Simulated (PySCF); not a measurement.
Zn(OH) (HOZn), SMILES [Zn+][OH], charge +1.

Geometry optimised at B3LYP-D3(BJ)/def2-TZVP. The multiplicity is an assumed one; other spin states were not compared. The isomer is the one that the SMILES or the coordinates give; other isomers of the formula were not compared.

Two levels are set side by side: PBE/def2-TZVPD (PySCF) and CAM-B3LYP/def2-TZVPD (PySCF). Same geometry, gas phase. Differences are taken from unrounded values.

| quantity | CAM-B3LYP | PBE | PBE minus CAM-B3LYP |
|---|---|---|---|
| orbital gap (eV) | 6.35 | 1.53 | -4.82 |
| highest occupied level (eV) | -16.51 | -13.54 | 2.97 |
| lowest empty level (eV) | -10.16 | -12.01 | -1.85 |
| mean polarisability (bohr³) | 21.7 | 23.2 | 1.5 |

Without exact exchange PBE keeps part of each electron's self-repulsion, which lifts occupied levels and narrows the gap. Loosely held outer electrons make PBE densities more polarisable. Differences between two approximate levels are no errors against the true value.

Rough cost on one machine, each run with all the roots and properties that it gave: CAM-B3LYP against PBE within a factor of 2.
